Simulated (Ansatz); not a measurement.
Geometry optimisation, RKS PBE/def2-SVP in Ansatz.

The input (input.yaml):

```yaml
crystal:
  periodic: [false, false, false]
  atoms:
    - { symbol: Zr, position_ang: [0.0, 0.0, 0.0] }
    - { symbol: Cl, position_ang: [0.0, 0.0, 2.52] }
    - { symbol: F, position_ang: [1.8671, 0.0, -0.6593] }
    - { symbol: F, position_ang: [-0.9326, 1.6157, -0.6593] }
    - { symbol: Cl, position_ang: [-1.1869, -2.0563, -0.8392] }
basis:
  gaussian: { orbitals: def2-SVP }
hamiltonian:
  xc: pbe
relax:
  f_tol: 0.02
  max_steps: 40
output:
  orbitals: {}
```

Command:

```bash
$ ansatz run input.yaml --threads 1 --pin off --max-ram 2048MiB --backend cpu --events-out ev --progress --plain --runs-dir out
```

**Question.** Where does it end, and by what steps?

**Answer.** It converged. After 4 steps the energy has fallen by 0.577 eV; Cl2 moved furthest, 0.15 Å.

| step | energy less start (eV) | largest force component (eV/Å) | accepted |
| --- | --- | --- | --- |
| 0 | 0.0000 | 2.057 | yes |
| 1 | -0.5070 | 1.136 | yes |
| 2 | -0.5750 | 0.059 | yes |
| 3 | -0.5773 | 0.025 | yes |
| 4 | -0.5774 | 0.005 | yes |

```xyz
5
Properties=species:S:1:pos:R:3
Zr -0.013 -0.023 0.019
Cl -0.003 -0.006 2.367
F 1.775 -0.010 -0.621
F -0.895 1.532 -0.621
Cl -1.116 -1.934 -0.783
```

Time of the run: 20 s on 1 thread of Arm Neoverse V2 (shared host), peak memory 0.14 GiB.
